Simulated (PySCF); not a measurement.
SMILES F[SiH2][SiH2]Cl at its PBE/def2-SVP optimised geometry (Å):

```
8

F      2.2640    -1.1399     0.0000
Si     0.6176    -1.1399     0.0000
Si    -0.1801     1.0752     0.0000
Cl    -2.2640     0.8634    -0.0672
H      0.1360    -1.8584     1.2295
H      0.1372    -1.8606    -1.2282
H      0.2730     1.8606    -1.1988
H      0.1953     1.8299     1.2446
```

Method: PBE/def2-TZVP (PySCF). Cells within 0.4 Å of a nucleus heavier than hydrogen are left out (blank, or x).

Map of the electrostatic potential (hartree/e), clipped to [-0.08, 0.12] on the plane z = 0.0 Å:

```
|1111111122222222222222222|
|1111111122222222222222222|
|1111111122222222222222222|
|1111111222333222222222222|
|1111111223444333222222222|
|1111111235787543322222221|
|1111234459999985432222221|
|1113699999999999543222211|
|1127999999999999743222111|
|124999x9999xx999743221111|
|12499xx9999xx999743211111|
|1239999999999999742111111|
|1124999999999999952100001|
|1112356657999999999710001|
|111112224699999999x970000|
|1111111247999xx99xxx90000|
|11111122369999x999x980000|
|1111112235899999999810000|
|1111122233589999952100001|
|1111222223346898631000011|
|1111222222233454321111111|
|1111222222222333221111111|
|1111222222222222222111111|
|1112222222222222221111111|
|1111222222222222221111111|
```
Scale: ten equal steps from -0.028 (start of '0') to 0.120 (end of '9'), in the order '0123456789'; x runs from -4.50 to 4.50, y from -4.50 (bottom) to 4.50 (top).
